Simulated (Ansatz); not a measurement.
Start from `[OH][GeH2][SiH](O)F` and change one atom or group to get `BC[SiH](O)F`.

Ansatz, PBE0-D4/def2-TZVP geometries, multiplicity 1. Each molecule was computed in one conformer, which needn't be the lowest.

Scalar relativity is left out up to krypton.

```tsv
property	`[OH][GeH2][SiH](O)F`
LUMO energy (PBE/def2-TZVPP) / eV	-1.56
size of the dipole moment (PBE/def2-TZVPP) / D	2.60
size of the dipole moment (B3LYP/def2-TZVPP) / D	2.74
LUMO energy (B3LYP/def2-TZVPP) / eV	-0.95
HOMO–LUMO gap (PBE0/def2-TZVPP) / eV	7.42
HOMO–LUMO gap (ωB97M-V/def2-TZVPP) / eV	11.24
```

Q: What does the change do to each property? (An estimate is asked.)

A: Computed: 
```
                                        property  `BC[SiH](O)F`  shift
               LUMO energy (PBE/def2-TZVPP) / eV          -2.47  -0.91
  size of the dipole moment (PBE/def2-TZVPP) / D           1.39  -1.21
size of the dipole moment (B3LYP/def2-TZVPP) / D           1.49  -1.25
             LUMO energy (B3LYP/def2-TZVPP) / eV          -1.71  -0.76
            HOMO–LUMO gap (PBE0/def2-TZVPP) / eV           7.50   0.08
         HOMO–LUMO gap (ωB97M-V/def2-TZVPP) / eV          11.68   0.44
```

With PBE0 the HOMO falls by 0.86 eV and the LUMO falls by 0.77 eV, so the gap widens by about 0.09 eV. PBE moves the HOMO by -0.91 eV and ωB97M-V by -1.01 eV. Dipoles are sizes alone; their direction can turn.

B3LYP here is the variant with VWN-RPA as its local correlation; programs differ in this.
